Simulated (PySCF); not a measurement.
Isomers of C3H12N2Si, one GFN2-xTB conformer each. Single-point energies are computed at PBE0/pcSseg-1 (PySCF, gas phase, no added dispersion term), electronic only.

Question: Rank them by PBE0/pcSseg-1 energy, lowest first (kcal/mol).
A. `[CH3:1][CH:2]([CH3:3])[NH:4][SiH2:5][NH2:6]` with C1–C2–N4–Si5 83°, C2–N4–Si5–N6 -169°, N4–Si5–N6–H -167° and 61°
B. `[CH3:1][NH:2][SiH:3]([CH3:4])[NH:5][CH3:6]` with C1–N2–Si3–C4 -55°, N2–Si3–N5–C6 177°
C. `[CH3:1][CH2:2][CH2:3][SiH:4]([NH2:5])[NH2:6]` with C1–C2–C3–Si4 -177°, C2–C3–Si4–N5 -64°, C3–Si4–N5–H 54° and -172°, C3–Si4–N6–H 74° and -60°

Answer: C (0.0), B (14.8), A (15.8).

As drawn, the lowest has an Si–C bond, which the highest lacks. Neighbours under 2.5 kcal/mol apart (CN[SiH](C)NC and CC(C)N[SiH2]N) can change places with a better method, another conformer or zero-point energy. GFN2-xTB itself gives, in the same order: 10.6, 11.4, 0.0. GFN2-xTB puts CC(C)N[SiH2]N lowest instead; measured from each level's own lowest isomer, the values differ by up to 15.8 kcal/mol (CC(C)N[SiH2]N: 0.0 against 15.8).

Question: Which frontier levels, dipoles and rotational constants go with these structures?

Answer: 
```tsv
SMILES	HOMO (eV, PBE0/pcSseg-1)	LUMO (eV)	dipole (D)	A, B, C (MHz)
CCC[SiH](N)N	-6.92	1.32	0.48	5715, 1313, 1153
CN[SiH](C)NC	-6.39	1.40	0.65	4852, 1662, 1341
CC(C)N[SiH2]N	-6.44	1.00	1.35	5473, 1535, 1376
```
